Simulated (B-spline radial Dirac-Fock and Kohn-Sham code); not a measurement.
# Elastic and transport cross sections of xenon for electrons

Level of theory: relativistic (Dirac) partial waves in the static field of the Dirac-Fock atom with Furness-McCarthy exchange, without polarisation or absorption potentials; a radial atomic solver. σ_tr1 and σ_tr2 weight the cross section with 1 − P₁ and 1 − P₂ of cos θ; "backward" is the share scattered beyond 90°.

| energy (eV) | σ (a₀²) | σ_tr1 (a₀²) | σ_tr2 (a₀²) | σ/σ_tr1 | backward (%) |
| --- | --- | --- | --- | --- | --- |
| 25900 | 1.57 | 0.0224 | 0.0480 | 69.9 | 0.25 |
| 30000 | 1.42 | 0.0178 | 0.0387 | 79.9 | 0.20 |
| 38300 | ? | ? | ? | ? | ? |
| 40800 | 1.15 | 0.0109 | 0.0244 | 106 | 0.14 |
| 44100 | 1.09 | 0.00958 | 0.0217 | 114 | 0.12 |
| 48200 | 1.02 | 0.00830 | 0.0190 | 123 | 0.11 |
| 50000 | 0.997 | 0.00783 | 0.0180 | 127 | 0.10 |
| 57500 | 0.906 | 0.00624 | 0.0145 | 145 | 0.086 |
| 61700 | 0.863 | 0.00557 | 0.0130 | 155 | 0.079 |
| 64800 | 0.835 | 0.00515 | 0.0121 | 162 | 0.074 |
| 100000 | 0.625 | 0.00255 | 0.00618 | 245 | 0.041 |
| 106000 | 0.602 | 0.00232 | 0.00565 | 259 | 0.038 |
| 200000 | 0.412 | 0.000843 | 0.00213 | 490 | 0.016 |
| 300000 | 0.338 | 0.000448 | 0.00116 | 754 | 0.0087 |

Q: Fill in the row for 38.3 keV.

A: σ = 1.20 a₀², σ_tr1 = 0.0120 a₀², σ_tr2 = 0.0269 a₀², σ/σ_tr1 = 99.8, backward 0.15 %. The ratio σ/σ_tr1 is roughly the number of elastic collisions that randomise the direction.

Values without a named source are computed, but for edge energies of neutral atoms, which are taken from tables.
